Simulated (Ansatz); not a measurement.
Consider the ligand exchange at a W–O bond: `C[O][W]([OH])([Cl])([Cl])([Cl])[O]C` + HCl → `C[O][W]([Cl])([Cl])([Cl])([Cl])[O]C` + H₂O.

Isolated molecules relaxed with PBE0-D4/def2-TZVP in Ansatz; ΔE leaves out vibrations. CBS: MP2 limit from def2 TZ/QZ plus the TZ coupled-cluster correction, frozen cores. This one scheme is used for every species. DFT in def2-TZVPP. B3LYP here is the variant with VWN-RPA as its local correlation; programs differ in this. HSE06 is defined as in plane-wave codes. Elements past krypton have def2 core potentials. For W outer-core shells are correlated without core-valence functions, which leaves a few kJ/mol of doubt a bond. One conformer a species, not always the lowest.

```
             level  ΔE (kJ/mol)  difference from CCSD(T)/CBS
            B97M-V         -7.8                          3.5
          B3LYP-D4        -10.4                          0.9
          BHLYP-D4         -6.9                          4.4
      CAM-B3LYP-D4          2.5                         13.8
              BLYP         -6.2                          5.1
            r2SCAN         -8.7                          2.6
              PBE0         -9.8                          1.5
           r2SCANh         -8.3                          3.0
           r2SCAN0         -7.6                          3.7
             HSE06        -10.8                          0.5
RPA@PBE/def2-TZVPP         -6.0                          5.3
     CCSD/def2-SVP          5.2                         16.5
     HF/def2-TZVPP          7.9                         19.2
    MP2/def2-TZVPP        -22.8                        -11.5
     HF/def2-QZVPP          6.5                         17.8
    CCSD/CBS(def2)         -5.2                          6.1
       CCSD(T)/CBS        -11.3                            0
```

Largest T1 diagnostic among the species: 0.022, so the coupled-cluster value is less sure than usual.

The D4 term adds −5.9 kJ/mol with B3LYP and −3.2 kJ/mol with PBE0; it sums over pairs of atoms, weighted by their polarisabilities, and B3LYP, whose exchange is more repulsive, gets the larger term. From BLYP to BHLYP (50 % exact exchange), in def2-TZVPP and without D4, ΔE moves by +6.1 kJ/mol.

CCSD(T)/CBS has its own doubt, a few kJ/mol and more with outer-core shells, so smaller differences from it don't rank the levels.
